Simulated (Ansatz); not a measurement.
Ansatz (an electronic-structure program) input (SVWN5/def2-TZVP):

Ansatz 0.2 input:
```yaml
crystal:
  periodic: [false, false, false]
  atoms:
    - {symbol: C, position_ang: [-1.15878554, -0.23099395, -0.04654759]}
    - {symbol: Si, position_ang: [0.47520641, 0.09472832, 0.01908870]}
    - {symbol: H, position_ang: [-2.20799381, -0.44014462, -0.08869354]}
    - {symbol: H, position_ang: [1.49426260, -0.96659357, 0.10401088]}
    - {symbol: H, position_ang: [1.01355473, 1.46650544, -0.00327365]}
basis:
  gaussian:
    orbitals: def2-TZVP
hamiltonian:
  xc: {name: SVWN5}
magnetization: {spin_polarized: true, initial_magnetization: 1}
relax: {f_tol: 0.003, max_steps: 100}
```

Output:

```
Functional definition: SVWN5
integrals: 0.02 GiB planned
564 factors; their error is unknown
mean field: 0.20 GiB planned
mean field evaluation 1: about -8908.1353 eV, gradient 4.3e1 eV
mean field evaluation 2: about -8853.5081 eV, gradient 7.7e1 eV
mean field evaluation 4: about -8917.8281 eV, gradient 5.5e0 eV
mean field evaluation 8: about -8918.0644 eV, gradient 1.1e-1 eV
mean field evaluation 16: about -8918.0530 eV, gradient 3.9e-4 eV
mean field evaluation 32: about -8916.1740 eV, gradient 7.1e0 eV
mean field -8918.05297004 eV, -327.7324017756 hartree, gradient 9.7e-6 eV, S^2 0.764456; 3 other end points of the search recorded, 0 dependent functions left out
the calculation of the forces begins
reference -8918.05300033 eV, -327.7324028888 hartree; 12, 11 occupied and 74, 75 virtual orbitals, 564 factors
relax step   1: F+E_penalty+E_count = -8918.05297004 eV  Δ(F+E_penalty+E_count) = +0.000e0 eV  max|allowed force component| = 5.025e-1 eV/Å  Δτ_max = 0.0000 Å  (73 SCF iters, accepted)
these checks for a lower state are left out or cut short: starts, cluster_reference, orbital_swaps, neighbouring_geometries, increment
integrals: 0.02 GiB planned
564 factors; their error is unknown
mean field: 0.20 GiB planned
mean field -8918.06037273 eV, -327.7326738192 hartree, gradient 2.1e-5 eV, S^2 0.764449; 0 other end points of the search recorded, 0 dependent functions left out
the calculation of the forces begins
reference -8918.06040306 eV, -327.7326749339 hartree; 12, 11 occupied and 74, 75 virtual orbitals, 564 factors
relax step   2: F+E_penalty+E_count = -8918.06037273 eV  Δ(F+E_penalty+E_count) = -7.403e-3 eV  max|allowed force component| = 1.294e-1 eV/Å  Δτ_max = 0.0134 Å  (32 SCF iters, accepted)
these checks for a lower state are left out or cut short: starts, cluster_reference, orbital_swaps, neighbouring_geometries, increment
integrals: 0.02 GiB planned
564 factors; their error is unknown
mean field: 0.20 GiB planned
mean field -8918.06098999 eV, -327.7326965034 hartree, gradient 2.3e-5 eV, S^2 0.764431; 0 other end points of the search recorded, 0 dependent functions left out
the calculation of the forces begins
reference -8918.06102034 eV, -327.7326976185 hartree; 12, 11 occupied and 74, 75 virtual orbitals, 564 factors
relax step   3: F+E_penalty+E_count = -8918.06098999 eV  Δ(F+E_penalty+E_count) = -6.173e-4 eV  max|allowed force component| = 9.207e-3 eV/Å  Δτ_max = 0.0051 Å  (25 SCF iters, accepted)
these checks for a lower state are left out or cut short: starts, cluster_reference, orbital_swaps, neighbouring_geometries, increment
integrals: 0.02 GiB planned
564 factors; their error is unknown
mean field: 0.20 GiB planned
mean field -8918.06098911 eV, -327.7326964708 hartree, gradient 2.8e-5 eV, S^2 0.764396; 0 other end points of the search recorded, 0 dependent functions left out
the calculation of the forces begins
reference -8918.06101945 eV, -327.7326975858 hartree; 12, 11 occupied and 74, 75 virtual orbitals, 564 factors
relax step   4: F+E_penalty+E_count = -8918.06098911 eV  Δ(F+E_penalty+E_count) = +8.869e-7 eV  max|allowed force component| = 1.254e-2 eV/Å  Δτ_max = 0.0003 Å  (22 SCF iters, rejected (line search))
these checks for a lower state are left out or cut short: starts, cluster_reference, orbital_swaps, neighbouring_geometries, increment
integrals: 0.02 GiB planned
564 factors; their error is unknown
mean field: 0.20 GiB planned
mean field -8918.06099126 eV, -327.7326965498 hartree, gradient 1.6e-5 eV, S^2 0.764419; 0 other end points of the search recorded, 0 dependent functions left out
the calculation of the forces begins
reference -8918.06102160 eV, -327.7326976649 hartree; 12, 11 occupied and 74, 75 virtual orbitals, 564 factors
relax step   5: F+E_penalty+E_count = -8918.06099126 eV  Δ(F+E_penalty+E_count) = -1.264e-6 eV  max|allowed force component| = 9.007e-4 eV/Å  Δτ_max = 0.0002 Å  (22 SCF iters, accepted)
integrals: 0.02 GiB planned
564 factors; their error is unknown
mean field: 0.20 GiB planned
mean field evaluation 64: about -8917.8093 eV, gradient 5.8e0 eV
mean field -8918.06099126 eV, -327.7326965498 hartree, gradient 1.6e-5 eV, S^2 0.764419; 4 other end points of the search recorded, 0 dependent functions left out
the calculation of the forces begins
reference -8918.06102160 eV, -327.7326976649 hartree; 12, 11 occupied and 74, 75 virtual orbitals, 564 factors
Total energy: -8918.06102160 eV, -327.7326976649 hartree
Atom 0 at    -1.156546    -0.230548    -0.046458 Å, force    -0.000116    -0.000023    -0.000005 eV/Å
Atom 1 at     0.476389     0.094964     0.019136 Å, force    -0.000901    -0.000180    -0.000036 eV/Å
Atom 2 at    -2.218223    -0.442184    -0.089104 Å, force    -0.000327    -0.000065    -0.000013 eV/Å
Atom 3 at     1.501170    -0.983651     0.104930 Å, force     0.000600     0.000495     0.000011 eV/Å
Atom 4 at     1.013454     1.484919    -0.003919 Å, force     0.000743    -0.000227     0.000043 eV/Å
Dipole moment:     0.143264     0.028558     0.005755 e Å
```

It need not be the lowest isomer of its formula.
